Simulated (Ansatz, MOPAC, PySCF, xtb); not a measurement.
Complex: ethylamine (SMILES CCN) (first 10 atoms) with HF (SMILES F); geometry from B3LYP-D3(BJ)/def2-TZVP, rigid monomers moved along the line of their centres of mass till N3···H12 is 1.47 Å.
(charge 0, multiplicity 1):
| atom | x (Å) | y (Å) | z (Å) |
|---|---|---|---|
| C | 1.2488 | 0.4907 | 0.0162 |
| C | -0.2581 | 0.3102 | -0.0588 |
| N | -0.6906 | -0.7789 | 0.8387 |
| H | 1.5661 | 1.3184 | -0.6192 |
| H | 1.5586 | 0.6969 | 1.0408 |
| H | 1.7683 | -0.4086 | -0.3250 |
| H | -0.5677 | 0.1293 | -1.0943 |
| H | -0.7585 | 1.2201 | 0.2771 |
| H | -1.6941 | -0.9165 | 0.7888 |
| H | -0.2540 | -1.6555 | 0.5716 |
| F | 0.0221 | -0.0358 | 3.0564 |
| H | -0.2629 | -0.3648 | 2.1847 |

Monomers are frozen at their geometry in the pair; levels with a basis set take the counterpoise correction. Rows marked so take none.

Correlated levels freeze the cores. Rows in 6-31G* carry no dispersion term and start afresh at each structure (6-31G* with six Cartesian d functions). MP2/6-31G* freezes PySCF's default core. The state that PM3 reach isn't checked.

Programs: Ansatz (Gaussian orbitals); MOPAC for PM3 (differences of heats of formation); PySCF for 6-31G* rows, the dispersion terms; xtb for the GFN methods. 

```csv
level,interaction energy (kcal/mol)
GFN-FF,-2.90
PM3,3.32
r2SCAN-D4/def2-TZVPPD,-16.81
B3LYP/def2-TZVPPD,-14.17
PBE0/def2-TZVPPD,-15.85
MP2/6-31G*,-10.22
MP2/6-31G* (no counterpoise),-15.56
SCS-MP2/aug-cc-pVDZ,-11.52
CCSD(T)/aug-cc-pVDZ,(withheld)
```

### Question
Fill in the missing entries.

### Answer

- CCSD(T)/aug-cc-pVDZ, interaction energy (kcal/mol): -12.34

Ansatz is an electronic-structure program.
